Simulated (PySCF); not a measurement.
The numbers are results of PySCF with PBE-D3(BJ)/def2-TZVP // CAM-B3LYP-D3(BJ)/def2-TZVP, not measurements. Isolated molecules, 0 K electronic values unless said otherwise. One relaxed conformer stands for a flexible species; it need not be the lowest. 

Reference species (SMILES): `C/C(Cl)=C\[SiH3]` (neutral, multiplicity 1).

HOMO: -6.30 eV
HOMO–LUMO gap: 4.65 eV

Changed species: `C(/C=C\Cl)[SiH3]` (Si–C–C–C torsion 96°).

**Question.** Predict the effect on the HOMO and HOMO–LUMO gap.

**Answer.** the HOMO goes up by 0.36 eV, to -5.94 eV; the HOMO–LUMO gap increases by 0.23 eV, to 4.88 eV.
